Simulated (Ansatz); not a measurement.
Steps of a relaxation of `C[CH](C)[Al]([NH2])[CH](C)C` with RKS PBE0-D4/def2-TZVP.

```sh
$ ansatz run in.yaml --threads 4 --pin off --events-out ev --progress --plain --max-ram 66560MiB --backend cuda --devices 0, --max-vram 37GiB
```

```yaml
crystal:
  periodic: [false, false, false]
  atoms:
    - {symbol: C, position_ang: [1.893752, 0.709273, -1.753893]}
    - {symbol: C, position_ang: [1.461243, 0.282280, -0.339058]}
    - {symbol: C, position_ang: [2.357696, 0.924600, 0.735685]}
    - {symbol: Al, position_ang: [-0.468051, 0.648994, 0.001533]}
    - {symbol: N, position_ang: [-1.026566, 2.348043, -0.124743]}
    - {symbol: C, position_ang: [-1.767929, -0.785110, 0.466164]}
    - {symbol: C, position_ang: [-1.922863, -1.771328, -0.707154]}
    - {symbol: C, position_ang: [-1.339371, -1.520998, 1.749264]}
    - {symbol: H, position_ang: [2.969670, 0.486530, -1.942657]}
    - {symbol: H, position_ang: [1.311152, 0.197218, -2.549101]}
    - {symbol: H, position_ang: [1.764793, 1.802375, -1.912616]}
    - {symbol: H, position_ang: [1.579422, -0.824448, -0.264508]}
    - {symbol: H, position_ang: [2.113627, 0.570046, 1.760047]}
    - {symbol: H, position_ang: [2.261353, 2.032503, 0.745459]}
    - {symbol: H, position_ang: [3.436323, 0.701411, 0.562055]}
    - {symbol: H, position_ang: [-0.430965, 3.145688, -0.360575]}
    - {symbol: H, position_ang: [-1.982846, 2.674319, 0.036907]}
    - {symbol: H, position_ang: [-2.756926, -0.305562, 0.651145]}
    - {symbol: H, position_ang: [-2.620897, -2.604235, -0.458020]}
    - {symbol: H, position_ang: [-0.953828, -2.246449, -0.977798]}
    - {symbol: H, position_ang: [-2.314568, -1.283798, -1.625210]}
    - {symbol: H, position_ang: [-0.331512, -1.980497, 1.644133]}
    - {symbol: H, position_ang: [-1.299819, -0.849235, 2.633106]}
    - {symbol: H, position_ang: [-2.037888, -2.352021, 2.003135]}
basis:
  gaussian: {orbitals: def2-TZVP}
hamiltonian: {xc: pbe0, dispersion: d4}
relax: {f_tol: 0.005, max_steps: 150}
```

Positions (Å) and forces (eV/Å) along the path, 6 of 37 steps:

```xyz
24
step=1 energy=-14562.0802 eV
C     1.894    0.709   -1.754    0.122    0.115   -0.230
C     1.461    0.282   -0.339    0.025   -0.249    0.004
C     2.358    0.925    0.736    0.210    0.147    0.160
Al   -0.468    0.649    0.002   -0.050    0.195   -0.019
N    -1.027    2.348   -0.125   -0.130    0.371   -0.011
C    -1.768   -0.785    0.466   -0.213    0.088    0.037
C    -1.923   -1.771   -0.707   -0.026   -0.240   -0.179
C    -1.339   -1.521    1.749    0.075   -0.194    0.215
H     2.970    0.487   -1.943   -0.513    0.090    0.118
H     1.311    0.197   -2.549    0.269    0.233    0.396
H     1.765    1.802   -1.913    0.048   -0.526    0.100
H     1.579   -0.824   -0.265   -0.013    0.505   -0.043
H     2.114    0.570    1.760    0.105    0.157   -0.499
H     2.261    2.033    0.745    0.025   -0.538   -0.021
H     3.436    0.701    0.562   -0.529    0.088    0.064
H    -0.431    3.146   -0.361   -0.390   -0.537    0.153
H    -1.983    2.674    0.037    0.653   -0.246   -0.110
H    -2.757   -0.306    0.651    0.455   -0.248   -0.080
H    -2.621   -2.604   -0.458    0.328    0.413   -0.095
H    -0.954   -2.246   -0.978   -0.447    0.242    0.146
H    -2.315   -1.284   -1.625    0.186   -0.208    0.452
H    -0.332   -1.980    1.644   -0.478    0.232    0.025
H    -1.300   -0.849    2.633   -0.029   -0.300   -0.437
H    -2.038   -2.352    2.003    0.317    0.408   -0.144
24
step=2 energy=-14562.1660 eV
C     1.890    0.710   -1.739    0.011    0.028   -0.104
C     1.451    0.278   -0.337    0.036   -0.083   -0.005
C     2.350    0.920    0.725    0.054    0.045    0.095
Al   -0.466    0.648    0.001   -0.044    0.099   -0.005
N    -1.023    2.337   -0.121    0.007    0.032   -0.011
C    -1.760   -0.776    0.463   -0.078    0.006    0.016
C    -1.916   -1.765   -0.697   -0.011   -0.056   -0.091
C    -1.337   -1.516    1.736    0.037   -0.037    0.097
H     2.956    0.492   -1.916   -0.154    0.027    0.040
H     1.319    0.204   -2.530    0.081    0.073    0.102
H     1.759    1.792   -1.890    0.017   -0.153    0.027
H     1.580   -0.816   -0.267   -0.024    0.159   -0.010
H     2.115    0.567    1.739    0.037    0.053   -0.135
H     2.250    2.015    0.733    0.010   -0.156   -0.005
H     3.415    0.699    0.543   -0.162    0.024    0.013
H    -0.438    3.126   -0.362   -0.087   -0.138    0.040
H    -1.970    2.656    0.033    0.155   -0.083   -0.020
H    -2.740   -0.307    0.648    0.142   -0.064   -0.027
H    -2.608   -2.585   -0.441    0.099    0.127   -0.023
H    -0.956   -2.235   -0.961   -0.132    0.069    0.042
H    -2.305   -1.285   -1.605    0.054   -0.070    0.118
H    -0.340   -1.970    1.629   -0.140    0.066    0.010
H    -1.300   -0.853    2.612   -0.002   -0.094   -0.115
H    -2.032   -2.336    1.979    0.094    0.123   -0.048
24
step=21 energy=-14562.1879 eV
C     2.034    1.152   -1.615   -0.048    0.000    0.024
C     1.426    0.289   -0.509    0.062    0.016    0.000
C     2.212    0.458    0.798   -0.043   -0.003   -0.014
Al   -0.496    0.626   -0.208    0.004    0.010   -0.011
N    -1.153    2.216   -0.645   -0.032    0.060   -0.023
C    -1.706   -0.733    0.555   -0.001   -0.014    0.000
C    -2.025   -1.803   -0.494    0.004    0.005    0.003
C    -1.132   -1.383    1.814   -0.002    0.003   -0.001
H     3.101    0.932   -1.755   -0.001    0.002    0.000
H     1.540    1.005   -2.581    0.018    0.008    0.039
H     1.963    2.220   -1.374    0.001   -0.046   -0.010
H     1.517   -0.766   -0.812   -0.001    0.035    0.008
H     1.842   -0.192    1.598    0.013    0.025   -0.029
H     2.161    1.489    1.166    0.000   -0.033   -0.011
H     3.276    0.225    0.657    0.000    0.000   -0.002
H    -0.643    2.965   -1.088    0.008   -0.055    0.021
H    -2.108    2.502   -0.497    0.018   -0.021    0.003
H    -2.646   -0.234    0.825    0.005   -0.001   -0.001
H    -2.690   -2.576   -0.087    0.005    0.007   -0.002
H    -1.119   -2.317   -0.835   -0.010    0.004    0.005
H    -2.516   -1.387   -1.379    0.003   -0.001    0.006
H    -0.173   -1.872    1.613   -0.007    0.002    0.001
H    -0.965   -0.660    2.619    0.001   -0.007   -0.006
H    -1.804   -2.157    2.208    0.004    0.005    0.000
24
step=26 energy=-14562.1905 eV
C     2.057    1.266   -1.544   -0.003   -0.003    0.012
C     1.451    0.310   -0.518    0.005    0.002   -0.011
C     2.218    0.386    0.806   -0.002    0.004    0.006
Al   -0.483    0.601   -0.244   -0.023    0.015   -0.015
N    -1.179    2.131   -0.820    0.026   -0.034    0.007
C    -1.686   -0.724    0.591   -0.007    0.000   -0.007
C    -2.101   -1.779   -0.441    0.007    0.006    0.006
C    -1.086   -1.398    1.823    0.010   -0.002    0.010
H     3.128    1.073   -1.690   -0.001    0.001    0.001
H     1.575    1.189   -2.522   -0.001    0.000    0.001
H     1.967    2.309   -1.219    0.001   -0.008   -0.002
H     1.562   -0.715   -0.902   -0.003    0.010    0.005
H     1.848   -0.330    1.546    0.003    0.005   -0.007
H     2.148    1.383    1.254    0.001   -0.010   -0.005
H     3.286    0.180    0.660   -0.001    0.001    0.003
H    -0.665    2.843   -1.313   -0.008    0.007    0.002
H    -2.141    2.412   -0.714   -0.001   -0.001    0.000
H    -2.592   -0.186    0.902    0.007   -0.006   -0.001
H    -2.786   -2.517   -0.004    0.004    0.004    0.000
H    -1.236   -2.338   -0.815   -0.008    0.006    0.003
H    -2.606   -1.341   -1.307    0.001    0.000    0.000
H    -0.165   -1.939    1.576   -0.012    0.007    0.003
H    -0.838   -0.683    2.614   -0.003   -0.010   -0.010
H    -1.778   -2.133    2.255    0.007    0.004   -0.002
24
step=33 energy=-14562.1911 eV
C     2.081    1.280   -1.514   -0.005   -0.003    0.004
C     1.471    0.322   -0.493    0.006    0.000   -0.007
C     2.214    0.415    0.843   -0.005    0.003    0.001
Al   -0.472    0.585   -0.260   -0.002    0.008    0.001
N    -1.193    2.069   -0.915   -0.013   -0.004    0.002
C    -1.669   -0.720    0.614   -0.007   -0.011   -0.005
C    -2.189   -1.725   -0.420    0.008    0.011    0.007
C    -1.023   -1.454    1.788    0.006    0.006   -0.004
H     3.157    1.102   -1.641   -0.001    0.001    0.000
H     1.617    1.190   -2.500    0.003    0.001    0.004
H     1.971    2.323   -1.197    0.001   -0.006   -0.002
H     1.604   -0.703   -0.869    0.000    0.006    0.003
H     1.841   -0.302    1.581    0.001    0.003   -0.003
H     2.123    1.414    1.285    0.001   -0.006   -0.003
H     3.287    0.224    0.718    0.000    0.001    0.000
H    -0.697    2.777   -1.432    0.005   -0.006    0.003
H    -2.165    2.324   -0.833    0.007    0.001   -0.001
H    -2.533   -0.158    0.995    0.008   -0.005   -0.002
H    -2.878   -2.447    0.036    0.000    0.000    0.000
H    -1.372   -2.309   -0.861   -0.007    0.005    0.003
H    -2.723   -1.240   -1.242    0.004   -0.004    0.004
H    -0.136   -2.013    1.472   -0.008    0.005    0.003
H    -0.708   -0.773    2.585   -0.003   -0.006   -0.008
H    -1.713   -2.181    2.235    0.001    0.000   -0.001
24
step=37 energy=-14562.1912 eV
C     2.084    1.266   -1.517    0.000    0.001   -0.001
C     1.472    0.323   -0.484    0.000    0.000    0.003
C     2.208    0.437    0.854    0.000    0.000   -0.001
Al   -0.473    0.584   -0.258    0.002   -0.001   -0.002
N    -1.193    2.067   -0.917   -0.002   -0.002    0.001
C    -1.667   -0.722    0.617   -0.001    0.000    0.003
C    -2.203   -1.714   -0.420    0.000   -0.001   -0.003
C    -1.009   -1.470    1.775    0.000    0.000    0.000
H     3.160    1.088   -1.637    0.000    0.000    0.000
H     1.624    1.161   -2.503    0.000    0.000    0.000
H     1.971    2.314   -1.216    0.000    0.000    0.000
H     1.607   -0.708   -0.844    0.000    0.000    0.000
H     1.835   -0.271    1.599    0.000    0.000    0.000
H     2.112    1.441    1.281    0.000    0.000    0.000
H     3.283    0.248    0.736    0.000    0.000    0.000
H    -0.692    2.771   -1.435    0.000    0.001   -0.001
H    -2.163    2.326   -0.838    0.000    0.002   -0.001
H    -2.523   -0.161    1.014    0.001    0.000   -0.001
H    -2.891   -2.438    0.036    0.000    0.000    0.000
H    -1.395   -2.297   -0.877   -0.001    0.001    0.001
H    -2.745   -1.218   -1.232    0.001    0.000    0.001
H    -0.126   -2.026    1.443    0.000    0.000    0.000
H    -0.686   -0.799    2.576    0.000    0.000    0.000
H    -1.695   -2.202    2.220    0.000    0.000    0.000
```

It took 57 s on 4 threads of an AMD EPYC 7R13 on a shared host and a share of an NVIDIA H100 80 GB, with 0.99 GiB of host memory at the peak.
